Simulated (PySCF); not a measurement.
A run for PySCF: R-BP86/6-31G* on H5NSi2 (SMILES N[Si][SiH3]), a point of a torsion scan.

```python
from pyscf import gto, scf, dft, mp
from pyscf.data.elements import chemcore

mol = gto.M(
    atom='''
    N     2.00074093   -0.04390170    0.31179890
    Si    0.27278197   -0.22914867    0.20330639
    Si   -0.60092743    1.81745150    0.73169267
    H     2.45279585    0.23568090    1.17021466
    H     2.58015370   -0.74086234   -0.13378842
    H    -0.05177540    3.05002851    1.32697371
    H    -1.14930142    2.27316955   -0.56296674
    H    -1.79264045    1.54790459    1.56328411
    ''',
    basis='6-31g*',
    cart=True,
    charge=0, spin=0, verbose=3, max_memory=1800)
mf = dft.RKS(mol, xc='b88,p86')
mf.conv_tol = 1e-8
mf.max_cycle = 100
mf.kernel()
if not mf.converged:
    mf = mf.newton().run(mf.mo_coeff, mf.mo_occ)
```

It printed:

```
converged SCF energy = -636.71966635183
```

Self-consistency was reached.

Cost: around 23 core-seconds (rough).
